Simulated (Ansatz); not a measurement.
Total energies of the In atom.

Charge 0, multiplicity 2. Correlated methods include outer-core shells of In, which these sets cover unevenly. In: def2 effective core potential. A free atom. Basis def2-TZVPP, the Gaussian-basis code of Ansatz.

RPA on PBE orbitals: Hartree–Fock energy of these orbitals -189.19623 Eh, correlation -0.35171 Eh (frozen core).

```tsv
functional	kind	energy without D4 (Eh)
LDA (SPW92)	LDA	-189.78920
r2SCAN	meta-GGA	-190.18147
B97M-V	meta-GGA with VV10	-190.11103
B3LYP	global hybrid, 20 %	-190.18664
r2SCAN0	meta-GGA hybrid, 25 %	-190.14866
HSE06 (plane-wave form)	screened hybrid	-190.11286
CAM-B3LYP	range-separated hybrid	-190.09259
LC-ωPBE	long-range corrected hybrid	-190.13011
ωB97M-V	range-separated hybrid meta-GGA with VV10	-190.06086
PBE-QIDH	double hybrid	-189.90345
```

Q: Give the same for PBE, revPBE, BLYP, PBE0, r2SCANh, BHLYP, ωB97X-V, B2PLYP. (Estimate.)

A: Ansatz gave: 
| functional | kind | energy without D4 (Eh) |
| --- | --- | --- |
| PBE | GGA | -190.11735 |
| revPBE | GGA | -190.17062 |
| BLYP | GGA | -190.08095 |
| PBE0 | global hybrid, 25 % exact exchange | -190.11398 |
| r2SCANh | meta-GGA hybrid, 10 % | -190.16821 |
| BHLYP | global hybrid, 50 % | -190.04000 |
| ωB97X-V | range-separated hybrid GGA with VV10 | -190.08507 |
| B2PLYP | double hybrid | -189.90284 |

B3LYP takes the VWN-RPA correlation (the form of Gaussian; ORCA's B3LYP/G). HSE06 is the plane-wave form, built on full-range PBE exchange. The double hybrids freeze the cores in their second-order part.

LC-ωPBE has ω = 0.4 bohr⁻¹.
